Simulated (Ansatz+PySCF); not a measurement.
The numbers below are computed, except where a source is named.
## PySCF 2.14.0 run

```python
from pyscf import gto, scf, cc

mol = gto.M(atom="""
Be 0.000000 0.000000 0.000000
S 0.000000 0.000000 2.140000
""", basis='6-31g', charge=0, spin=0)
mf = scf.UHF(mol)
mf.kernel()
mycc = cc.CCSD(mf, frozen=6).run()
et = mycc.ccsd_t()
print(mf.e_tot, mycc.e_corr, et, mycc.e_tot + et)
```

The script is written out from the run's settings.

The run gave:

```
Converged                       : yes
Reference energy                : -412.04538 hartree
CCSD correlation energy         : -0.10228 hartree
Triples correction              : -0.00730 hartree
Total energy                    : -412.15495 hartree
Spin squared of the determinant : 0.000
```

The reference isn't the lowest determinant (another lies 1.39 eV lower), but the same method gives a higher total on the lower determinant. Caution: bonds are stretched, where a single reference can fail.
